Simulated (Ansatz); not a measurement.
CHF3O3S, quintet, at a GFN2-xTB geometry of the parent state (a higher spin typed on purpose: for a closed-shell molecule this is an excited state); CAM-B3LYP/pcseg-1 run with Ansatz (a quantum-chemistry and plane-wave program).

Ansatz was given this input:
Ansatz 0.2 input:
```yaml
crystal:
  periodic: [false, false, false]
  atoms:
    - {symbol: O, position_ang: [1.41469782, -0.49779905, -1.06169565]}
    - {symbol: S, position_ang: [0.80886675, 0.30104012, 0.16311669]}
    - {symbol: O, position_ang: [1.27034678, -0.28302073, 1.37173556]}
    - {symbol: O, position_ang: [0.90598970, 1.68891681, -0.07270317]}
    - {symbol: C, position_ang: [-0.97345522, -0.20872619, -0.06496558]}
    - {symbol: F, position_ang: [-1.73274043, 0.25154402, 0.91428660]}
    - {symbol: F, position_ang: [-1.43423367, 0.23041401, -1.22337302]}
    - {symbol: F, position_ang: [-1.01685156, -1.53813106, -0.06070275]}
    - {symbol: H, position_ang: [1.82502020, -1.32350365, -0.79066498]}
basis:
  gaussian:
    orbitals: pcseg-1.json
hamiltonian:
  xc: cam_b3lyp
magnetization: {spin_polarized: true, initial_magnetization: 4}
```
The basis file holds pcseg-1 in the JSON format of the Basis Set Exchange.

Write the output that Ansatz gives for this input, abridged.


```
Functional definition: CAM-B3LYP
1136 factors; integrals over basis functions are off by at most 9.6e-4 eV
292 factors; integrals over basis functions are off by at most 9.3e-6 eV
mean field evaluation 1: about -26143.9963 eV, gradient 5.1e1 eV
mean field evaluation 2: about -26133.2622 eV, gradient 7.7e1 eV
mean field evaluation 4: about -26152.9164 eV, gradient 8.5e0 eV
mean field evaluation 8: about -26153.6567 eV, gradient 1.2e0 eV
mean field evaluation 16: about -26153.7928 eV, gradient 3.7e-1 eV
mean field evaluation 32: about -26153.6777 eV, gradient 2.6e0 eV
mean field -26153.99148987 eV, -961.1414594407 hartree, gradient 2.2e-5 eV, S^2 6.010317; 6 other end points of the search recorded, 0 dependent functions left out
reference -26153.99159473 eV, -961.1414632939 hartree; 39, 35 occupied and 82, 86 virtual orbitals, 1136 factors
Total energy: -26153.99159473 eV, -961.1414632939 hartree
```
